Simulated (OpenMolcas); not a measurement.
## Mn3+: effect of the metal basis

Mn3+ with its 6 nearest fluoride ions at 2.033 Å, on the Y site of Cs2NaYF6 (a = 9.075 Å, distance in the model lattice 2.178 Å). The rest of the host is ab initio model potentials to 7.6 Å and point charges beyond; the distance is set by hand and nothing relaxes.

```
Program             : OpenMolcas
Method              : CASSCF
Spin-orbit coupling : state interaction with AMFI integrals over the reference wave functions
```

Fixed: ligand basis ANO-RCC-VDZP, active space 4 electrons in 5 orbitals (3d), DKH2 Hamiltonian.

States (labels of O, the rotations of Oh). Energies in cm-1 above the lowest state or level, χT in cm3 K/mol; 10Dq and B are least-squares fits to the states below 45000 cm-1, weighted by degeneracy, with a free offset, and given where the rms deviation is under 5 % of |10Dq| (or 100 cm-1) and under 700 cm-1.

```
Run   Metal basis  Ground state  First state of that spin   10Dq  B (rms of fit)  First gap with spin-orbit (degeneracies)  χT at 300 K  First state of another spin                     Cost
  A  ANO-RCC-VDZP            5E                 5T2 10439  10160      1132 (127)                               10.2 (1, 3)        2.933                    3T1 15203  roughly 40 core-seconds
  B  ANO-RCC-VTZP            5E                 5T2 10088   9877      1137 (102)                                9.9 (1, 3)        2.932                    3T1 15558  roughly 60 core-seconds
```

Against A, |10Dq| changes by -2.8 % in B.

Costs are those of the RASSCF and RASSI steps.

An orbital doublet at a regular site is open to a Jahn-Teller distortion, which this geometry leaves out. Without dynamic correlation the repulsion within the d shell is too large (B by tens of per cent), so at a given field states of lower spin stand too high. Ligand-to-metal charge-transfer states are missing. With no ligand orbital active B as a rule stays too high, so bands that hang on it stand too high and its fall with covalency is understated. With metal d orbitals alone and no dynamic correlation 10Dq can be off by a tenth to a fifth, either way, in oxide and fluoride hosts. No measured value stands beside these numbers; the geometry was set by hand and not optimised.
